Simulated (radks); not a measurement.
Values are calculated unless marked as measured or tabulated.
Effect of the nuclear size on neutral iodine, [Kr] 4d10 5s2 5p5. Code: a radial shooting solver on a logarithmic mesh with Libxc functionals. Model: Dirac Kohn-Sham, BLYP, spin-unpolarised, spherical densities, finite nucleus; open shells fill j = l - 1/2 first; Fermi nuclear charge, rms radius 4.75 fm. The rms radius is varied about that value; shifts are against it.

| rms radius (fm) | total energy shift (eV) | density at nucleus (e/bohr^3) | 1s1/2 shift (meV) | 2s1/2 shift (meV) | 4s1/2 shift (meV) | 4p1/2 shift (meV) | 5s1/2 shift (meV) | 5p3/2 shift (meV) |
|---|---|---|---|---|---|---|---|---|
| 3.9282 | -1.88 | 2.574e+05 | -786 | -92.3 | -3.76 | 0.275 | -0.474 | 0.049 |
| 4.3985 | -0.841 | 2.524e+05 | -351 | -41.2 | -1.68 | 0.123 | -0.212 | 0.022 |
| 4.75 | 0 | 2.491e+05 | 0.000 | 0.000 | 0.000 | 0.000 | 0.000 | 0.000 |
| 5.149 | 1.02 | 2.457e+05 | 426 | 50.0 | 2.04 | -0.149 | 0.257 | -0.027 |
| 5.5717 | 2.17 | 2.423e+05 | 908 | 107 | 4.35 | -0.318 | 0.547 | -0.057 |

Slopes of the eigenvalues against <r^2> in GHz/fm^2, as finite differences over the two radii next to the reference (eigenvalue slopes, not the field-shift constants of lines): 1s1/2 26200, 2s1/2 3080, 4s1/2 126, 4p1/2 -9.18, 5s1/2 15.8, 5p3/2 -1.63.
